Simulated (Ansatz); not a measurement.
Gas-phase electronic energies from Ansatz, PBE0-D4/def2-TZVP geometries. CCSD(T)/CBS is the MP2 limit (def2-TZVPP, def2-QZVPP) plus CCSD(T) − MP2 in def2-TZVPP, frozen cores. Functionals use def2-TZVPP. For Br, Ga outer-core shells are correlated without core-valence functions, which leaves a few kJ/mol of doubt a bond. Scalar relativity is left out up to krypton. Each species was taken in one conformer, which may not be the lowest.

Reaction (redistribution): `CN(C)B(O)Br` + `[NH2][Ga]([NH2])[OH]` → `OB(O)Br` + `C[N](C)[Ga]([NH2])[NH2]`

```csv
level,ΔE (kJ/mol)
r2SCAN,23.5
MP2/CBS(def2),27.3
```

(1) What does CCSD(T)/CBS give? (Estimate.)

Largest T1 diagnostic among the species: 0.013.

Answers

(1) Computed: +24.4 kJ/mol. The listed levels differ from it by -0.9, 2.9 kJ/mol.
